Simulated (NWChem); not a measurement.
Molecule: 2-butanone (C4H8O); SMILES CCC(C)=O

All runs: NWChem. Pople sets run with spherical d functions. Level B3LYP/6-31G*: optimisations from one semi-empirical or force-field start; each run changes one setting, and all end within 0.3 mHa of each other. One conformer.

| setting | optimisation steps |
|---|---|
| redundant internal coordinates, default thresholds | 12 |
| trust radius 0.05 | 4 |
| loose thresholds | 3 |
| no line search | 12 |
